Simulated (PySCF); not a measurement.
Compound: C5H11OPSi2.
SMILES with atom numbers: `[CH3:1][Si@H:2]([PH2:3])[SiH2:4][c:5]1[cH:6][cH:7][cH:8][o:9]1` (hydrogens: H10, H11, H12 on C1; H13 on Si2; H14, H15 on P3; H16, H17 on Si4; H18 on C6; H19 on C7; H20 on C8)

Computed by this run: PBE0-D3(BJ)/def2-SVP geometry optimisation, gas phase in PySCF; density fitting, grid level 1; the optimiser is geomeTRIC in internal coordinates, started from a GFN2-xTB structure with every atom displaced at random (about 0.01 Å).

The end geometry, which sets the zero of energy:
```
atom  x, y, z in Å
C1      3.2883    1.3634   -0.0611
Si2     1.7904    0.2582    0.2401
P3      1.8169   -1.4080   -1.3051
Si4    -0.2205    1.4179   -0.1011
C5     -1.6451    0.2073   -0.1171
C6     -2.7692    0.0639    0.6565
C7     -3.4604   -1.0886    0.1754
C8     -2.7066   -1.5659   -0.8560
O9     -1.6183   -0.7993   -1.0380
H10     4.2220    0.7950    0.0721
H11     3.3019    2.2114    0.6407
H12     3.2715    1.7614   -1.0872
H13     1.8176   -0.2772    1.6402
H14     2.9329   -2.0747   -0.7063
H15     0.8497   -2.2013   -0.6193
H16    -0.5003    2.3974    0.9941
H17    -0.1447    2.1593   -1.4004
H18    -3.0661    0.7149    1.4767
H19    -4.3936   -1.5075    0.5455
H20    -2.8175   -2.4124   -1.5294
```

Question: These geometries come from the run, each turned onto the end geometry. Order them by energy, lowest first.
A.
```
atom  x, y, z in Å
C1      3.0144    1.2554   -0.7087
Si2     1.8156    0.2402    0.3722
P3      1.3954   -1.6616   -0.7709
Si4    -0.1466    1.3701    0.7871
C5     -1.5466    0.2353    0.1460
C6     -2.9178    0.2844    0.1616
C7     -3.3529   -0.8915   -0.4868
C8     -2.2212   -1.5589   -0.8559
O9     -1.1508   -0.8891   -0.4500
H10     3.9182    0.7498   -0.9067
H11     3.2342    2.2173   -0.2277
H12     2.5394    1.5088   -1.6670
H13     2.5255   -0.0347    1.6156
H14     2.6868   -2.1465   -0.5993
H15     0.9657   -2.3656    0.3484
H16    -0.4745    1.6597    2.2061
H17    -0.3117    2.6662    0.0891
H18    -3.5300    1.0601    0.5930
H19    -4.3786   -1.1955   -0.6601
H20    -2.1157   -2.4885   -1.3658
```
B.
```
atom  x, y, z in Å
C1      3.2771    1.3422   -0.2105
Si2     1.7921    0.2910    0.2853
P3      1.6823   -1.5202   -1.0847
Si4    -0.2239    1.4617   -0.0110
C5     -1.6301    0.2350   -0.1166
C6     -2.7118   -0.0392    0.6810
C7     -3.3948   -1.1439    0.0879
C8     -2.6761   -1.4665   -1.0254
O9     -1.6170   -0.6498   -1.1561
H10     4.2190    0.7860   -0.0871
H11     3.3326    2.2513    0.4082
H12     3.1909    1.6474   -1.2646
H13     1.8971   -0.1041    1.7281
H14     2.8213   -2.1499   -0.4883
H15     0.7491   -2.2125   -0.2552
H16    -0.5185    2.3572    1.1502
H17    -0.1582    2.2928   -1.2549
H18    -2.9867    0.4951    1.5883
H19    -4.3003   -1.6328    0.4404
H20    -2.7953   -2.2257   -1.7947
```
C.
```
atom  x, y, z in Å
C1      3.2789    1.3532   -0.2671
Si2     1.8170    0.3109    0.3111
P3      1.7016   -1.5341   -1.0198
Si4    -0.2248    1.4475    0.0382
C5     -1.6317    0.2303   -0.1233
C6     -2.7081   -0.0647    0.6750
C7     -3.3927   -1.1561    0.0604
C8     -2.6859   -1.4456   -1.0696
O9     -1.6279   -0.6242   -1.1864
H10     4.2189    0.7916   -0.1516
H11     3.3635    2.2800    0.3215
H12     3.1639    1.6232   -1.3276
H13     2.0028   -0.0657    1.7504
H14     2.7660   -2.2002   -0.3327
H15     0.6839   -2.1596   -0.2376
H16    -0.5668    2.3057    1.2139
H17    -0.1301    2.3153   -1.1796
H18    -2.9752    0.4463    1.5981
H19    -4.2940   -1.6567    0.4072
H20    -2.8106   -2.1819   -1.8599
```
D.
```
atom  x, y, z in Å
C1      3.1262    1.3958   -0.5434
Si2     1.9260    0.2200    0.3125
P3      1.7443   -1.6831   -0.9094
Si4    -0.1598    1.3050    0.4605
C5     -1.5873    0.1513    0.0950
C6     -2.9090    0.1257    0.4624
C7     -3.5216   -0.9482   -0.2504
C8     -2.5267   -1.5017   -1.0018
O9     -1.3729   -0.8427   -0.8154
H10     4.1331    0.9588   -0.6272
H11     3.2068    2.3418    0.0138
H12     2.7651    1.6250   -1.5579
H13     2.4081   -0.0644    1.7038
H14     2.8849   -2.2951   -0.3005
H15     0.8161   -2.2908   -0.0153
H16    -0.3611    1.8732    1.8298
H17    -0.1777    2.4533   -0.5051
H18    -3.3877    0.8005    1.1696
H19    -4.5595   -1.2708   -0.2049
H20    -2.4984   -2.3384   -1.6956
```
E.
```
atom  x, y, z in Å
C1      3.0200    1.2893   -0.6959
Si2     1.8564    0.2242    0.3643
P3      1.5371   -1.6905   -0.8013
Si4    -0.1506    1.3185    0.7726
C5     -1.5749    0.2209    0.1422
C6     -2.9446    0.3062    0.1795
C7     -3.4401   -0.8554   -0.4727
C8     -2.3412   -1.5610   -0.8686
O9     -1.2309   -0.9274   -0.4803
H10     3.9653    0.7993   -0.8900
H11     3.2055    2.2565   -0.2060
H12     2.5448    1.5284   -1.6587
H13     2.5592   -0.0415    1.6337
H14     2.8672   -2.1157   -0.6004
H15     1.1022   -2.4291    0.3148
H16    -0.4619    1.5903    2.2038
H17    -0.2999    2.6245    0.0751
H18    -3.5264    1.1021    0.6299
H19    -4.4805   -1.1244   -0.6292
H20    -2.2579   -2.4999   -1.3924
```

Answer: B (0.005 eV), C (0.009 eV), D (0.056 eV), E (0.201 eV), A (0.425 eV).

In the order of the answer:

| step | E above end (eV) | largest force (eV/Å) | rms force component (eV/Å) | rms distance from end (Å) | rms bond change (Å) | bond most changed (Å) |
| --- | --- | --- | --- | --- | --- | --- |
| 21 | 0.005 | 0.04 | 0.010 | 0.210 | 0.001 | Si2–Si4 +0.004 |
| 16 | 0.009 | 0.06 | 0.020 | 0.272 | 0.002 | Si2–Si4 +0.007 |
| 11 | 0.056 | 0.17 | 0.040 | 0.576 | 0.002 | Si2–Si4 +0.010 |
| 1 | 0.201 | 1.20 | 0.332 | 0.863 | 0.015 | Si4–C5 +0.036 |
| 0 | 0.425 | 2.18 | 0.613 | 0.883 | 0.026 | C1–H10 -0.047 |

The cost below is that of the whole optimisation. Time: 8.5 min of wall time; peak memory 0.91 GiB. Hardware: one thread of an Arm Neoverse V2, on a shared host.
